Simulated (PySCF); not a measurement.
**Deuteron quadrupole couplings in `C=C1C=C/C1=C/F`**

C6H5F.
Geometry (GFN2-xTB, Å), atoms numbered from 1 in this order:
```xyz
12
C6H5F angstrom
C      1.6242   -0.1514    1.0405
C      0.4909   -0.4024    0.4114
C     -0.3924   -1.5600    0.1857
C     -1.2630   -0.8348   -0.5509
C     -0.4755    0.3966   -0.4045
C     -0.5909    1.6457   -0.8195
F      0.3204    2.5892   -0.5174
H      2.1521   -0.9212    1.5775
H      2.0587    0.8331    1.0371
H     -0.3426   -2.5850    0.4989
H     -2.1834   -1.0462   -1.0606
H     -1.3973    2.0357   -1.4244
```

Level: PBE0/pcSseg-1 (PySCF, non-relativistic); Q(2H) = 0.00286 b; rigid geometry, the same for H and D, with no vibrational averaging.

Problem. Rank these positions by the coupling χzz of a deuteron there, largest first.
A. H8 (vinylic hydrogen)
B. H12 (vinylic hydrogen)
C. H10 (vinylic hydrogen)

Solution. C (231 kHz), A (227 kHz), B (215 kHz).

Problem. Give the electric field gradient Vzz (the principal value of largest size), its asymmetry and the 2H coupling at each hydrogen.

Solution. 
| atom | bonded to | bond length (Å) | Vzz (au) | η | χzz (kHz) |
| --- | --- | --- | --- | --- | --- |
| H8 | C1 | 1.077 | 0.3378 | 0.05 | 227 |
| H9 | C1 | 1.076 | 0.3365 | 0.05 | 226 |
| H10 | C3 | 1.073 | 0.3443 | 0.03 | 231 |
| H11 | C4 | 1.073 | 0.3436 | 0.04 | 231 |
| H12 | C6 | 1.081 | 0.3197 | 0.12 | 215 |

Problem. A static deuteron (I = 1) shows a doublet split by (3/2)χ, (3/4)χ(1 + η) and (3/4)χ(1 − η) with the field along z, y and x of the gradient. What are these for H9?

Solution. With |χ| = 226.1 kHz and η = 0.049: 339, 178 and 161 kHz, to first order and without motion.

Geometry: GFN2-xTB; no solvent, vibrations or thermal averaging. GFN2-xTB bond lengths can be off by several hundredths of an ångström, more for odd bonds, and the gradients follow them. A larger basis could move these couplings by a tenth or more.

These values come from a run that also computed NMR shieldings. Hardware: one thread of an Intel Xeon Platinum 8488C, on a shared host. Cost: 31 s of wall time (with the writing of density and orbital grids), 0.66 GiB resident at most.
